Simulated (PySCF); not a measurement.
A ladder for the ionisation energy of Fe⁺

Fe⁺ [Ar] 3d6 4s1 (6D) → Fe²⁺ [Ar] 3d6 (5D). Scalar values calculated with PySCF 2.14 in x2c-TZVPPall with one added diffuse shell each of s, p, d, f type (spin-free X2C; valence: [Ar] frozen; valence and next inner shell: [Ne] frozen). The spin-orbit shift comes from two-component X2C-1e calculations (generalised Hartree-Fock, GHF, and MP2 on its spinors, GMP2) in x2c-QZVPPall-2c: GMP2 gives 16.199 eV without and 16.199 eV with screened spin-orbit coupling, a shift of -0.001 eV (GHF: -0.001 eV). Sums use unrounded values; where a UHF row is shifted, it takes the GHF shift.

```csv
method,scalar (eV)
UHF,15.302
MP2 (valence),15.888
SCS-MP2 (valence),15.641
CCSD (valence),15.908
CCSD(T) (valence),15.943
MP2 (valence and next inner shell),16.161
SCS-MP2 (valence and next inner shell),15.915
CCSD (valence and next inner shell),16.095
CCSD(T) (valence and next inner shell),16.156
LDA,17.087
PBE,16.830
PBE0,16.499
r2SCAN,16.693
TPSSh,16.446
wB97X-V,16.112
HSE06,16.570
BHandHLYP,16.188
```

Q: Form a composite estimate from CCSD(T) (valence and next inner shell) and the spin-orbit shift, and compare it with the reference, 16.199 eV (measured; NIST Atomic Spectra Database, ionization energies).

A: 16.156 + (-0.001) = 16.155 eV, an error of -0.044 eV.

The errors of the correlated levels include the incompleteness of the basis and the frozen core, so a lower level can come closer by cancellation.
